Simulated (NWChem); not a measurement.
Species: MgCl₂; SMILES [Cl][Mg][Cl]

```xyz
3

Mg     0.0000     0.0000     0.0421
Cl     2.1936     0.0000     0.0421
Cl    -2.1936     0.0000     0.0421
```
Atoms are numbered in this order, from 1.

All runs use the structure optimised with B3LYP/6-31G* (spherical d).

Problem. List the 4 lowest vertical singlet excitations from B3LYP/def2-SVP, TDA (NWChem).

Solution. 
```csv
state,energy (eV),oscillator strength,leading excitation (squared amplitude)
S1,5.39,0.000,HOMO → LUMO (1.00)
S2,5.39,0.000,HOMO−1 → LUMO (1.00)
S3,5.61,0.083,HOMO−2 → LUMO (1.00)
S4,5.61,0.083,HOMO−3 → LUMO (1.00)
```
